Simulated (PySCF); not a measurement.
1,2-dichlorocyclobutene (C4H4Cl2), SMILES ClC1CCC=1Cl.

The structure is a stationary point at B3LYP-D3(BJ)/def2-SVP.

Calculation: PySCF with SMD-B3LYP/def2-SVP.

Solvation free energies are E(SMD) − E(gas) at the gas-phase geometry, for 1 M in both phases. In vacuum the dipole moment is 1.87 D.

```json
[
 {"solvent": "water", "ΔG(solv) (kcal/mol)": "[?]", "its non-electrostatic (CDS) part": "[?]", "dipole (D)": "[?]"},
 {"solvent": "n-hexane", "ΔG(solv) (kcal/mol)": "-4.6", "its non-electrostatic (CDS) part": "-3.8", "dipole (D)": "2.13"},
 {"solvent": "dimethylsulfoxide", "ΔG(solv) (kcal/mol)": "-3.5", "its non-electrostatic (CDS) part": "-1.3", "dipole (D)": "2.58"}
]
```

Task: What belongs in the gaps? (Estimate from the structure and the level; the computed values follow.)

Result: 
- water, ΔG(solv) (kcal/mol): 0.1
- water, its non-electrostatic (CDS) part: 2.3
- water, dipole (D): 2.59
